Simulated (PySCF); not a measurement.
## Simulated absorption spectrum

H11P3Si3.
SMILES: `[SiH3]PPP([SiH3])[SiH3]`

Computed with TDDFT CAM-B3LYP/def2-SVPD, vertical, gas phase, core orbitals frozen in the response (PySCF). The structure is a single GFN2-xTB conformer in the gas phase; no vibrational or solvent corrections.

Computed states:

```tsv
state	E (eV)	f
S1	4.94	0.010
S2	5.09	0.079
S3	5.16	0.012
S4	5.57	0.022
S5	5.84	0.018
S6	5.99	0.013
S7	6.05	0.0066
S8	6.22	0.031
```

Broadening: Gaussians 0.25 eV wide at half height, area fixed by f = 4.319×10⁻⁹ ∫ε dν̃. The cross-section is σ = 3.8235×10⁻²¹ ε cm², given in Mb (10⁻¹⁸ cm²). The width is an assumption, not a result. The curve ends short of the highest state used, and states not computed would add to its high-energy end.

Question: What does the envelope look like, and where are its maxima?

Answer: 
λ (nm), σ (Mb) and a bar:
```
    220.7       9.12 #######
    221.7       9.43 #######
    222.6       9.42 #######
    223.5       9.08 #######
    224.4       8.44 #######
    225.4       7.45 ######
    226.3       6.42 #####
    227.2       5.37 ####
    228.2       4.34 ###
    229.1       3.65 ###
    230.0       3.27 ###
    231.0       3.32 ###
    231.9       3.85 ###
    232.8       4.92 ####
    233.7       6.56 #####
    234.7       9.10 #######
    235.6      12.00 #########
    236.5      15.43 ############
    237.5      19.68 ################
    238.4      23.71 ###################
    239.3      27.69 ######################
    240.2      31.33 #########################
    241.2      34.68 ###########################
    242.1      36.83 #############################
    243.0      38.00 ##############################
    244.0      38.07 ##############################
    244.9      37.08 #############################
    245.8      35.21 ############################
    246.8      32.31 #########################
    247.7      29.20 #######################
    248.6      25.84 ####################
    249.5      22.43 ##################
    250.5      18.77 ###############
    251.4      15.73 ############
    252.3      13.00 ##########
    253.3      10.36 ########
    254.2       8.34 #######
    255.1       6.65 #####
    256.0       5.24 ####
    257.0       3.98 ###
    257.9       3.06 ##
    258.8       2.34 ##
    259.8       1.70 #
    260.7       1.26 #
    261.6       0.92 #
    262.6       0.64 
    263.5       0.45 
    264.4       0.32 
    265.3       0.22 
    266.3       0.14 
    267.2       0.09 
    268.1       0.06 
    269.1       0.04 
    270.0       0.02 
    270.9       0.01 
    271.8       0.01
```

Maxima: 244 nm (5.09 eV), ε about 10000, made up of S2 (85%) and S3 (11%); 222 nm (5.58 eV), ε about 2500, made up of S4 (95%) (ε in L mol⁻¹ cm⁻¹; maxima over ε = 5, shares over 10%).

Question: On this curve, what absorbance would a 10⁻³ mol/L sample give at 254 nm over a 1 cm path?

Answer: 254 nm is 4.881 eV, where ε is about 2300 L mol⁻¹ cm⁻¹, so A = ε c l ≈ 2.3 (Beer–Lambert, with the gas-phase spectrum and the assumed width).

Question: Coming from long wavelengths, where does ε first pass 100 L mol⁻¹ cm⁻¹?

Answer: At about 264 nm (4.70 eV), 0.24 eV below S1.

Question: What would ε be at 5.09 eV, the highest of these maxima, with half the width (0.125 eV)?

Answer: About 18200 L mol⁻¹ cm⁻¹ against 9990, a factor of about 1.8; a lone state at its own centre would give exactly 2.
